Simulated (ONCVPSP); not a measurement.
# Reading a pseudo-wave (Zr)

Columns: radius, all-electron u(r) and pseudo u(r) of the 4s shell (level -54.50 eV) of zirconium in the configuration [Ar] 3d10 4s2 4p6 4d2 5s2; PBE, scalar-relativistic, ONCV scheme, ONCVPSP 4.0.1.

```json
{"r (bohr)": "0.113", "all-electron": "0.3550", "pseudo": "0.1428"}
{"r (bohr)": "0.225", "all-electron": "-0.2114", "pseudo": "0.2829"}
{"r (bohr)": "0.338", "all-electron": "-0.5574", "pseudo": "0.4207"}
{"r (bohr)": "0.450", "all-electron": "-0.3678", "pseudo": "0.5504"}
{"r (bohr)": "0.563", "all-electron": "0.0497", "pseudo": "0.6701"}
{"r (bohr)": "0.675", "all-electron": "0.4577", "pseudo": "0.7723"}
{"r (bohr)": "0.788", "all-electron": "0.7670", "pseudo": "0.8538"}
{"r (bohr)": "0.900", "all-electron": "0.9549", "pseudo": "0.9085"}
{"r (bohr)": "1.013", "all-electron": "1.0403", "pseudo": "0.9349"}
{"r (bohr)": "1.125", "all-electron": "1.0466", "pseudo": "0.9321"}
{"r (bohr)": "1.238", "all-electron": "0.9994", "pseudo": "0.9021"}
{"r (bohr)": "1.350", "all-electron": "0.9206", "pseudo": "0.8497"}
{"r (bohr)": "1.463", "all-electron": "0.8251", "pseudo": "0.7798"}
{"r (bohr)": "1.575", "all-electron": "0.7256", "pseudo": "0.7000"}
{"r (bohr)": "1.688", "all-electron": "0.6276", "pseudo": "0.6152"}
{"r (bohr)": "1.800", "all-electron": "0.5370", "pseudo": "0.5319"}
{"r (bohr)": "1.913", "all-electron": "0.4544", "pseudo": "0.4529"}
{"r (bohr)": "2.025", "all-electron": "0.3822", "pseudo": "0.3819"}
{"r (bohr)": "2.138", "all-electron": "0.3189", "pseudo": "0.3189"}
{"r (bohr)": "2.250", "all-electron": "0.2652", "pseudo": "0.2651"}
{"r (bohr)": "2.363", "all-electron": "0.2192", "pseudo": "0.2192"}
{"r (bohr)": "2.475", "all-electron": "0.1809", "pseudo": "0.1808"}
{"r (bohr)": "2.588", "all-electron": "0.1485", "pseudo": "0.1485"}
{"r (bohr)": "2.700", "all-electron": "0.1219", "pseudo": "0.1219"}
{"r (bohr)": "2.813", "all-electron": "0.0997", "pseudo": "0.0997"}
{"r (bohr)": "2.925", "all-electron": "0.0815", "pseudo": "0.0815"}
```

How many radial nodes do the two functions have?

The all-electron 4s function has n − l − 1 = 3 (the table is too coarse to show those close to the nucleus); the pseudo-wave has 0, since the states of the same l below it are removed with the core.

At about which radius was the pseudo-wave matched?

2.25 bohr. The columns agree to 0.0005 from 2.02 bohr on; several derivatives are matched, so the curves merge somewhat inside the radius.

Is the pseudo-wave norm-conserving?

Yes: the ONCV scheme keeps the norm inside the radius equal to the all-electron one, which fixes the energy derivative of the logarithmic derivative at the level.
